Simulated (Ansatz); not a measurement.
A run for Ansatz (a first-principles code): R-BLYP/def2-TZVPP on GeH2S (SMILES [SH][GeH]), a point of a torsion scan.

Ansatz 0.2 input:
```yaml
crystal:
  periodic: [false, false, false]
  atoms:
    - {symbol: S, position_ang: [-1.12842651, 0.57262179, 0.38958453]}
    - {symbol: Ge, position_ang: [1.03833931, 0.55508687, -0.25040457]}
    - {symbol: H, position_ang: [-1.44069938, -0.46418717, -0.37788052]}
    - {symbol: H, position_ang: [0.69197516, 0.78243929, -1.85366071]}
basis:
  gaussian:
    orbitals: def2-TZVPP
hamiltonian:
  xc: {name: BLYP}
scf: {lower_state_search: off}
```

The log:

```
WARN ansatz: RAYON_NUM_THREADS=1 ignored (pool sized by the plan → 1); use --threads N
Functional definition: BLYP
these checks for a lower state are left out or cut short: stability, starts, cluster_reference, orbital_swaps, neighbouring_geometries, increment
integrals: 0.04 GiB planned
760 factors; their error is unknown
mean field: 0.29 GiB planned
mean field evaluation 1: about -67385.6885 eV, gradient 3.2e1 eV
mean field evaluation 2: about -67363.7802 eV, gradient 8.3e1 eV
mean field evaluation 4: about -67387.7283 eV, gradient 3.8e0 eV
mean field evaluation 8: about -67387.7655 eV, gradient 1.6e-1 eV
mean field evaluation 16: about -67387.7512 eV, gradient 1.0e-4 eV
mean field -67387.75117149 eV, -2476.4541784941 hartree, gradient 2.3e-6 eV, S^2 0.000000; 0 other end points of the search recorded, 0 dependent functions left out
reference -67387.75143074 eV, -2476.4541880212 hartree; 25, 25 occupied and 93, 93 virtual orbitals, 760 factors
Total energy: -67387.75143074 eV, -2476.4541880212 hartree
Checks for a lower state left out: stability, starts, cluster_reference, orbital_swaps, neighbouring_geometries, increment
```

Self-consistency was reached.

Cost: very roughly 0.6 core-seconds.
